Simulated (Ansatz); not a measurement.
A CCSD(T) single point on C2H8BGa, SMILES `C[BH][GaH][CH3]`.

```yaml
crystal:
  periodic: [false, false, false]
  atoms:
    - {symbol: C, position_ang: [-1.564862, 1.624823, -0.176040]}
    - {symbol: B, position_ang: [-1.044190, 0.430350, 0.677462]}
    - {symbol: Ga, position_ang: [0.900520, -0.314097, 0.688997]}
    - {symbol: C, position_ang: [1.611521, -1.671922, -0.563719]}
    - {symbol: H, position_ang: [-2.070225, 1.131948, -1.025510]}
    - {symbol: H, position_ang: [-2.348361, 2.208509, 0.316116]}
    - {symbol: H, position_ang: [-0.818630, 2.296471, -0.602703]}
    - {symbol: H, position_ang: [-1.869633, -0.139576, 1.346324]}
    - {symbol: H, position_ang: [1.950406, 0.185808, 1.768286]}
    - {symbol: H, position_ang: [2.462406, -1.251715, -1.108669]}
    - {symbol: H, position_ang: [0.876560, -2.026983, -1.286606]}
    - {symbol: H, position_ang: [1.991486, -2.528817, 0.000162]}
basis:
  gaussian: {orbitals: def2-TZVPP}
correlation: {method: ccsd_t}
```

```sh
$ ansatz run in.yaml --threads 4 --pin off --events-out ev --progress --plain --max-ram 10444MiB
```

The program prints (abridged):

```
Functional definition: HF
1482 factors; integrals over basis functions are off by at most 8.3e-4 eV
mean field evaluation 1: about -55189.8560 eV, gradient 3.7e1 eV
mean field evaluation 2: about -55189.9450 eV, gradient 3.7e1 eV
mean field evaluation 4: about -55193.6546 eV, gradient 3.9e0 eV
mean field evaluation 8: about -55193.7096 eV, gradient 2.7e-1 eV
mean field evaluation 16: about -55193.7102 eV, gradient 2.9e-6 eV
mean field -55193.71016162 eV, -2028.3314367990 hartree, gradient 2.9e-6 eV, S^2 0.000000; 0 other end points of the search recorded, 0 dependent functions left out
12 core orbitals not correlated: weight in the atoms' cores, before any rotation towards them, 1.000 or more for the frozen orbitals, at most 0.000 for the correlated occupied ones
reference -55193.71016162 eV, -2028.3314367990 hartree; 16, 16 occupied and 225, 225 virtual orbitals, 1482 factors
second order -18.79453369 eV of doubles, -0.00000000 eV of singles
cycle   1  -19.28948771 eV  change   -4.9e-1 eV  update   1.1e-1
cycle   2  -19.88137774 eV  change   -5.9e-1 eV  update   3.2e-2
cycle   3  -19.98172129 eV  change   -1.0e-1 eV  update   1.6e-2
cycle   4  -19.97695249 eV  change    4.8e-3 eV  update   4.1e-3
cycle   5  -19.97552761 eV  change    1.4e-3 eV  update   2.0e-3
cycle   6  -19.97514308 eV  change    3.8e-4 eV  update   6.7e-4
cycle   7  -19.97508907 eV  change    5.4e-5 eV  update   3.1e-4
cycle   8  -19.97512521 eV  change   -3.6e-5 eV  update   9.3e-5
cycle   9  -19.97514861 eV  change   -2.3e-5 eV  update   3.4e-5
perturbative correction -0.76307363 eV, -0.0280424387 hartree
Total energy: -55214.44838385 eV, -2029.0935524093 hartree
```

It took 2.5 min on 4 threads of an Arm Neoverse V2 on a shared host, with 5.5 GiB of host memory at the peak.

The correlation energy is -20.738 eV, 3.7 % of it from (T); the T1 diagnostic reads 0.0121.
